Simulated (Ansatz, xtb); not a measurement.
The molecule SF-, closed-shell singlet (lowest of 2S+1 = 1, 3, 5 at CCSD(T)/def2-TZVPP on PBE0 minima; our sources give no spin for the ground state, which may be another).

Constants: fifth-degree fit in 1/R to seven points, most abundant isotopes. Runs in def2 and cc sets follow the lowest solution found near the PBE0 minimum. The singlet is held restricted. HF and MP2 rows in def2 and cc sets belong to the determinant that coupled cluster picked by its CCSD energy.

Frozen-core correlation. CBS: X⁻³ extrapolation of the correlation energy, Hartree–Fock from the larger set.

Run with Ansatz (an electronic-structure program) with Gaussian orbitals; xtb for the GFN methods. 

| level | r_e (Å) | ω_e (cm⁻¹) | ω_e x_e (cm⁻¹) |
|---|---|---|---|
| GFN1-xTB | 1.807 | 609 | 3.1 |
| HF/aug-cc-pV(T+d)Z | 1.681 | ? | 4.4 |
| HF/def2-QZVPP | 1.682 | 709 | 4.4 |
| BHLYP/def2-TZVPP | 1.711 | 668 | 3.9 |
| MP2/aug-cc-pV(Q+d)Z | 1.716 | 663 | 3.4 |
| SCS-MP2/def2-QZVPP | 1.726 | 652 | 3.4 |
| CCSD/aug-cc-pV(5+d)Z | 1.708 | 668 | 3.8 |
| CCSD(T)/CBS(aug-cc-pV(Q+d)Z, aug-cc-pV(5+d)Z) | ? | ? | 3.9 |

Problem. Fill in the missing entries.

Solution. 
- CCSD(T)/CBS(aug-cc-pV(Q+d)Z, aug-cc-pV(5+d)Z), r_e (Å): 1.718
- CCSD(T)/CBS(aug-cc-pV(Q+d)Z, aug-cc-pV(5+d)Z), ω_e (cm⁻¹): 648
- HF/aug-cc-pV(T+d)Z, ω_e (cm⁻¹): 708
